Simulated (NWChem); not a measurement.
System: CH₈SSi₂; SMILES [SiH2](S[SiH3])C

```xyz
12

Si     0.5050     1.8818     0.2865
S     -0.9503     0.5269    -0.5255
Si    -0.2474    -1.3289     0.3346
C      1.1845    -2.0539    -0.6311
H      0.3733     1.9983     1.7694
H      1.8994     1.4433    -0.0284
H      0.2452     3.2038    -0.3500
H      0.1512    -1.0836     1.7558
H     -1.4263    -2.2423     0.3021
H      1.4978    -3.0119    -0.1860
H      0.8919    -2.2345    -1.6764
H      2.0495    -1.3737    -0.6277
```
Atoms are numbered in this order, from 1.

Computed with NWChem. Pople sets run with spherical d functions. Coordinates come from a PBE0/def2-SVP optimisation. GIAO values for the isolated, static molecule; σ is the absolute isotropic shielding, δ = σ(reference) − σ with the isolated reference molecule computed at the same levels (13C: tetramethylsilane, 1H: tetramethylsilane, 29Si: tetramethylsilane).

For level KT2/pcSseg-1:

```yaml
"δ Si1 (ppm)": -52.3
"σ S2 (ppm)": 804.4
"δ Si3 (ppm)": -20.2
"δ H10 (rotor mean) (ppm)": 0.40
```

Problem. Estimate the same quantities for level B3LYP/6-31G*.

Solution. 
- δ Si1 (ppm) = -19.8
- σ S2 (ppm) = 829.3
- δ Si3 (ppm) = 3.1
- δ H10 (rotor mean) (ppm) = 0.27
